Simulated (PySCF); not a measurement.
Compound: trans-Hf(PH3)2F4 (singlet state).
Bonds: Hf1–P2, Hf1–P6, Hf1–F10, Hf1–F11, Hf1–F12, Hf1–F13. Hydrogens: H3, H4, H5 on P2; H7, H8, H9 on P6.

Theory: PBE0-D3(BJ)/def2-SVP geometry optimisation, gas phase, def2 core potentials past Kr (PySCF).

(1) List the bond lengths and angles at this level.

Results:

(1) 
```csv
bond,length (Å)
Hf1–P2,2.884
Hf1–P6,2.873
"Hf1–F10, Hf1–F12",1.952
"Hf1–F11, Hf1–F13",1.941
P2–H3 and 5 like bonds,1.417
```

Bonds in one row agree within 0.01 Å and their mean is given. A selection of angles:
```csv
angle,degrees
P2–Hf1–P6,173.2
P2–Hf1–F10,69.2
P2–Hf1–F11,76.5
P2–Hf1–F12,103.5
P2–Hf1–F13,110.8
F10–Hf1–F11,145.5
F10–Hf1–F12,94.7
F10–Hf1–F13,93.6
Hf1–P2–H3,115.4
Hf1–P2–H5,125.9
H3–P2–H4,98.3
H3–P2–H5,99.1
```

Hf1 (hafnium bonded to 4 F and 2 P) has the three widest angles are 173.2°, 145.5° and 145.5°, the others run from 69.2° to 110.8°. P2 (phosphorus bonded to Hf and 3 H) has angles from 98.3° to 125.9°.

Point group: near C2, missed by 0.31 Å at most; the miss may be what the optimiser left on a soft mode. Not checked by PBE0-D3(BJ)/def2-SVP frequencies.
